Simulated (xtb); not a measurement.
C$_{2}$H$_{3}$O$_{2}$ (SMILES [CH2-]C(=O)O), charge -1, singlet, at a GFN2-xTB geometry. Base run: GFN2-xTB run with xtb 6.7.1.

Geometry (Å):
```xyz
7

C      0.1150     0.0520    -0.0530
O      0.2626     1.2167    -0.4956
O     -1.2083    -0.2433     0.4536
H     -1.6862     0.5842     0.3179
C      0.9809    -0.9800     0.0334
H      0.6800    -1.9274     0.4490
H      1.9958    -0.8760    -0.3133
```
Charge -1, spin multiplicity 1.
All else is at xtb's defaults.
Base energy -14.11851 Eh.

Variants of this job, named by their change:

| change | ΔE vs base (kcal/mol) | HOMO-LUMO gap (eV) | G_solv (kcal/mol) | SCF cycles |
|---|---|---|---|---|
| base | 0.000 | 5.11 | - | 11 |
| alpb = water | [?] | 5.11 | [?] | 11 |
| alpb = methanol | -63.6 | 5.11 | -64.55 | 11 |
| etemp = 5000 | -0.108 | 5.12 | - | 11 |
| acc = 0.0001 | 0.000 | 5.11 | - | 17 |
| gbsa = thf | [?] | 5.12 | [?] | 11 |
| acc = 0.1 | 0.000 | 5.11 | - | 13 |

Task: Some entries are withheld; supply them.

Result: 
- alpb = water, ΔE vs base (kcal/mol): -67.5
- alpb = water, G_solv (kcal/mol): -69.57
- gbsa = thf, ΔE vs base (kcal/mol): -55.63
- gbsa = thf, G_solv (kcal/mol): -56.43

ALPB and GBSA are two models with their own fitted parameters for each solvent, which aren't always the measured dielectric constant.
